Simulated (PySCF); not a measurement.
C₄H₉B.
Z-matrix (Å and degrees, PBE0-D3(BJ)/def2-SVP geometry), rows numbered from 1:
```
B 
C   1  1.5599
C   2  1.5020  1  117.70
C   3  1.3385  2  121.66  1  -111.47
C   3  1.4988  2  116.16  1    67.61
H   1  1.2107  2  122.12  3   -15.79
H   1  1.2109  2  119.27  3   166.97
H   2  1.1161  1  101.26  3   120.24
H   2  1.1033  1  110.32  3  -130.30
H   4  1.0939  3  121.48  2    -1.52
H   4  1.0934  3  121.35  2   178.43
H   5  1.1039  3  110.66  2    62.39
H   5  1.1028  3  111.01  2   -55.67
H   5  1.0986  3  111.94  2  -176.80
```

Jobs on this species (14 atoms, 38 electrons) with PySCF (density fitting). Hardware of each: one thread of an Arm Neoverse V1, shared host. The host was shared with other jobs, so the times are rough.

```json
{"level and settings": "B3LYP/def2-SVPD", "work": "10 singlets by full TDDFT, 4 Tamm–Dancoff triplets, polarisability, ΔSCF ions", "basis functions": "172", "SCF cycles": "?", "wall time": "?"}
{"level and settings": "PBE0-D3(BJ)/def2-SVP, grid level 1", "work": "geometry optimisation from a GFN2-xTB start", "basis functions": "115", "SCF cycles": "?", "wall time": "?"}
{"level and settings": "CAM-B3LYP/def2-SVPD", "work": "10 singlets by full TDDFT, 4 Tamm–Dancoff triplets, polarisability, ΔSCF ions", "basis functions": "172", "SCF cycles": "?", "wall time": "?"}
{"level and settings": "BHandHLYP/def2-SVPD", "work": "10 singlets by full TDDFT, 4 Tamm–Dancoff triplets, polarisability, ΔSCF ions", "basis functions": "172", "SCF cycles": "12", "wall time": "30 s"}
{"level and settings": "HF/def2-SVPD", "work": "10 singlets by TDHF, 4 Tamm–Dancoff triplets, polarisability, ΔSCF ions", "basis functions": "172", "SCF cycles": "10", "wall time": "7.6 s"}
{"level and settings": "PBE0/def2-TZVP", "work": "10 singlets by full TDDFT, 4 Tamm–Dancoff triplets, polarisability", "basis functions": "209", "SCF cycles": "13", "wall time": "23 s"}
{"level and settings": "PBE/def2-SVPD", "work": "10 singlets by full TDDFT, 4 Tamm–Dancoff triplets, polarisability, ΔSCF ions", "basis functions": "172", "SCF cycles": "15", "wall time": "62 s"}
{"level and settings": "LC-wPBE/def2-SVPD", "work": "10 singlets by full TDDFT, 4 Tamm–Dancoff triplets, polarisability, ΔSCF ions", "basis functions": "172", "SCF cycles": "12", "wall time": "48 s"}
{"level and settings": "LDA/def2-SVPD", "work": "10 singlets by full TDDFT, 4 Tamm–Dancoff triplets, polarisability, ΔSCF ions", "basis functions": "172", "SCF cycles": "13", "wall time": "41 s"}
```

Fill in the missing figures.

- B3LYP/def2-SVPD; 10 singlets by full TDDFT, 4 Tamm–Dancoff triplets, polarisability, ΔSCF ions: 50 s, 12 SCF cycles
- PBE0-D3(BJ)/def2-SVP, grid level 1; geometry optimisation from a GFN2-xTB start: 59 s, 91 SCF cycles
- CAM-B3LYP/def2-SVPD; 10 singlets by full TDDFT, 4 Tamm–Dancoff triplets, polarisability, ΔSCF ions: 53 s, 12 SCF cycles

What do all jobs in the table cost together?

About 6.2 min; the longest takes about 17 % of that, and about 8.2 times as long as the shortest.
